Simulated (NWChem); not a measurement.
Isomers of C3H8Si, each optimised at PBE0/def2-SVP with NWChem, gas phase unless a solvent is named. Flexible species stand in one conformer each, which need not be the lowest. 

A: [SiH3]C1CC1
B: C=CC[SiH3]
C: C1C[SiH2]C1
D: C/C=C\[SiH3]

Rank them by dipole (D), PBE0/def2-SVP, lowest first.

C (0.46), B (0.52), A (0.93), D (1.25)
